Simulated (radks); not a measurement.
Values are calculated unless marked as measured or tabulated.
Question: The mean radii <r> (bohr) of the occupied orbitals of an atom or ion are listed with their occupations. Level of theory: scalar-relativistic Kohn-Sham, r2SCAN, spin-unpolarised, spherical densities, finite nucleus; meta-GGA in the generalised Kohn-Sham scheme; Fermi nuclear charge, rms radius of each element as measured or else 0.836 A^(1/3) + 0.57 fm (a radial shooting solver on a logarithmic mesh with Libxc functionals).

orbital  occ.      <r>
1s          2  0.02782
2s          2   0.1198
2p          6   0.1048
3s          2   0.3213
3p          6   0.3196
3d         10   0.2965
4s          2   0.7575
4p          6   0.8080
4d          8   0.9275
5s          1    1.869
5p          5    2.151

Name the element and its charge.

Answer: Z = 52, tellurium, charge +2: Te2+ in [Kr] 4d8 5s1 5p5. The 1s radius gives Z: for a bare nucleus <r> = (2 gamma + 1)/(2Z) with gamma = sqrt(1 - (Z/c)^2), 0.02741 bohr for Z = 52, and screening makes it slightly larger (0.02782 here). The occupations add up to 50, and the charge is Z minus that.
